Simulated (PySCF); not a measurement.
PySCF job for C3H8Se, SMILES C(C)(C)[SeH], C-PCM-PBE0/def2-SVP. Coordinates come from a r2SCAN-D4/def2-SVP optimisation. One conformer was computed; it need not be the lowest.

```python
import numpy as np
from pyscf import gto, scf, dft
from pyscf.solvent import pcm

mol = gto.M(
    atom='''
    Se   -0.87608373    0.14698027    0.49241766
    H    -1.81502450   -0.32284514   -0.53888430
    C     0.71325815    0.12523663   -0.70636059
    C     0.96062735   -1.25803399   -1.28618512
    C     1.89335769    0.63806076    0.10770028
    H     0.48634822    0.84037502   -1.51399359
    H     1.84148539   -1.23503977   -1.95246598
    H     1.15224147   -1.99134035   -0.48673687
    H     0.10297530   -1.61581058   -1.87609343
    H     1.71069127    1.64879395    0.50366487
    H     2.79532024    0.67856727   -0.52532636
    H     2.10935044   -0.03161014    0.95670785
    ''',
    basis='def2-SVP',
    charge=0,
    spin=0,
    max_memory=1600,
    verbose=3,
)
mf = dft.RKS(mol, xc='pbe0').density_fit(auxbasis='def2-universal-jkfit')
mf.grids.level = 3
mf.conv_tol = 1e-9
mf.max_cycle = 100
mf.kernel()
res = {}
for name, eps in {'water': 78.355, 'chloroform': 4.7113, 'N,N-dimethylformamide': 37.219}.items():
    s = mf.PCM()
    s.with_solvent.method, s.with_solvent.eps, s.with_solvent.lebedev_order = 'C-PCM', eps, 29
    s.kernel(mf.make_rdm1())
    res[name] = (s.e_tot, eps, s.dip_moment(), s.mo_energy, s.converged)
    print(f'{name}: electrostatic solvation free energy {(s.e_tot - mf.e_tot) * 627.509474:.3f} kcal/mol')
```

Output:

```
converged SCF energy = -2519.87631502494

WARN: PCM is an experimental feature. It is still in testing.
Features and APIs may be changed in the future.

converged SCF energy = -2519.88065399459
Dipole moment(X, Y, Z, Debye):  1.14697, -0.29602, -1.83248
water: electrostatic solvation free energy -2.723 kcal/mol

WARN: PCM is an experimental feature. It is still in testing.
Features and APIs may be changed in the future.

converged SCF energy = -2519.87966935124
Dipole moment(X, Y, Z, Debye):  1.09184, -0.27484, -1.69146
chloroform: electrostatic solvation free energy -2.105 kcal/mol

WARN: PCM is an experimental feature. It is still in testing.
Features and APIs may be changed in the future.

converged SCF energy = -2519.88058205273
Dipole moment(X, Y, Z, Debye):  1.14288, -0.29444, -1.82179
N,N-dimethylformamide: electrostatic solvation free energy -2.678 kcal/mol
```

The run converged.

Cost: roughly 2.7 core-minutes.
